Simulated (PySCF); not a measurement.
Zr(OH)2(H)2 (H₄O₂Zr), SMILES [OH][ZrH2][OH], multiplicity 1.

Geometry optimised at r2SCAN-D4/def2-TZVP. The multiplicity is an assumed one; no other spin state was optimised. The structure was generated by enumeration; whether it is a known compound was not checked. The def2 effective core potentials stand for the cores of Zr; spin–orbit coupling is left out. Other conformers were not sampled.

Two levels are set side by side: TDA-PBE/def2-SVPD (PySCF) and TDA-B3LYP/def2-SVPD (PySCF). Vertical, same geometry. The lowest singlet is HOMO→LUMO 100 % with PBE and HOMO→LUMO 99 % with the other functional; states are paired by order. Differences are taken from unrounded values.

```json
[
 {"quantity": "lowest singlet excitation (eV)", "TDA-PBE": "4.07"},
 {"quantity": "lowest triplet excitation (TDA) (eV)", "TDA-PBE": "3.67"}
]
```

Problem. These are the TDA-PBE values. What does TDA-B3LYP give? (The exact figures need the calculation; the answer reports its results.)

Solution. 
| quantity | TDA-B3LYP | TDA-PBE minus TDA-B3LYP |
|---|---|---|
| lowest singlet excitation (eV) | 4.31 | -0.24 |
| lowest triplet excitation (TDA) (eV) | 3.92 | -0.25 |

Functionals without exact exchange tend to place singlet excitations lower, as here. Differences between two approximate levels are no errors against the true value.

Rough cost on one machine, each run with all the roots and properties that it gave: TDA-B3LYP against TDA-PBE within a factor of 2.
